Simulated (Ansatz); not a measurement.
Question: Name a neutral molecule of Ga, O, S, Si and H with LUMO energy (PBE/def2-TZVPP) between -2.60 and -2.30 eV and HOMO energy (B3LYP/def2-TZVPP) between -7.45 and -7.15 eV (Ansatz, PBE0-D4/def2-TZVP geometry).

Answer: `[SiH3][Ga]1[O][SiH2][S]1` (-2.43 eV, -7.23 eV). Other molecules can fit too; these were computed, each in one conformer that needn't be the lowest.

B3LYP here is the variant with VWN-RPA as its local correlation; programs differ in this.
